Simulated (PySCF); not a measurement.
TaO2Cl, SMILES [O]=[Ta](=[O])[Cl], multiplicity 1.

Coordinates come from a PBE0-D3(BJ)/def2-SVP optimisation. The spin state was assumed, not searched. The def2 effective core potentials stand for the cores of Ta; spin–orbit coupling is left out.

Computed with PBE0-D3(BJ)/def2-SVP (PySCF).

Frequencies are harmonic and unscaled.

Question: List the normal modes with their intensities. (An estimate is asked for; the answer gives what the named calculation found.)

Answer: 
```
mode  ν (cm⁻¹)  IR (km/mol)  Raman (Å⁴/amu)  depolarisation  moving atoms (share of kinetic energy)
----  --------  -----------  --------------  --------------  --------------------------------------
1          163         33.7             1.1            0.64                O 68 %, Cl 16 %, Ta 16 %
2          177          1.2             3.8            0.75                         O 69 %, Cl 24 %
3          337          7.9             3.0            0.60                         O 80 %, Cl 16 %
4          402         52.2             4.2            0.23                Cl 66 %, Ta 20 %, O 14 %
5          962        197.7            10.3            0.75                         O 90 %, Ta 10 %
6         1016         81.1            37.8            0.03                                  O 93 %
```
